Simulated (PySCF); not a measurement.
Computed shifts of a molecule CH4ClFOSi, PBE/pcSseg-1 in PySCF, GIAO, gas phase, atoms alike by connectivity averaged where their shifts nearly agree, in ppm (number of nuclei): ¹³C: 64.0 (1). ²⁹Si: 13.8 (1). ¹⁹F: -174.7 (1). ¹H: 5.96 (1), 4.34 (1), 4.21 (1), -0.22 (1). References: ¹⁷O against H2O (σ = 334.3 ppm); ¹³C against TMS (σ = 182.0 ppm); ²⁹Si against TMS (σ = 335.4 ppm); ¹⁹F against CFCl3 (σ = 133.6 ppm); ³⁵Cl against HCl (σ = 936.5 ppm); ¹H against TMS (σ = 31.49 ppm), references at their B3LYP-D3(BJ)/def2-TZVP geometries, non-relativistic (without spin–orbit terms, shifts of atoms bonded to Cl or Br come out too high). Geometry: PBE-D3(BJ)/def2-SVP. The values are those of a single conformer.

Task: Identify the compound among the candidates.
A) O[Si@@H](Cl)CF
B) OC[Si@@H](F)Cl
C) CO[Si@H](F)Cl
D) C[Si@](O)(F)Cl

Result: B, OC[Si@@H](F)Cl
